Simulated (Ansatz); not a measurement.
Ansatz (a first-principles code) input (SVWN5/def2-TZVP):

Ansatz 0.2 input:
```yaml
crystal:
  periodic: [false, false, false]
  atoms:
    - {symbol: Co, position_ang: [0.00000000, 0.00000000, 0.00000000]}
    - {symbol: F, position_ang: [-0.00000000, -0.00000000, -1.80324730]}
    - {symbol: F, position_ang: [0.00000000, 0.00000000, 1.80324730]}
basis:
  gaussian:
    orbitals: def2-TZVP
hamiltonian:
  xc: {name: SVWN5}
total_charge: -1
magnetization: {spin_polarized: true, initial_magnetization: 2}
relax: {f_tol: 0.003, max_steps: 100}
```

End of the output:

```
integrals: 0.03 GiB planned
766 factors; their error is unknown
mean field: 0.31 GiB planned
mean field evaluation 224: about -42963.8806 eV, gradient 4.3e-1 eV
mean field evaluation 256: about -42963.4060 eV, gradient 7.0e-5 eV
mean field evaluation 288: about -42962.4102 eV, gradient 1.7e0 eV
mean field evaluation 320: about -42963.0186 eV, gradient 1.1e1 eV
mean field -42963.87504950 eV, -1578.8932861087 hartree, gradient 2.2e-6 eV, S^2 2.039099; 20 other end points of the search recorded, 0 dependent functions left out
the calculation of the forces begins
reference -42963.87508869 eV, -1578.8932875490 hartree; 24, 22 occupied and 83, 85 virtual orbitals, 766 factors
Total energy: -42963.87508869 eV, -1578.8932875490 hartree
Atom 0 at    -0.000000     0.000000    -0.000000 Å, force     0.000000    -0.000000     0.000000 eV/Å
Atom 1 at     0.000000     0.000000    -1.731447 Å, force    -0.000000     0.000000     0.001075 eV/Å
Atom 2 at    -0.000000    -0.000000     1.731447 Å, force     0.000000    -0.000000    -0.001075 eV/Å
Dipole moment:    -0.000000    -0.000000     0.000000 e Å
```

The spin state was set by rule; other spins were not relaxed.
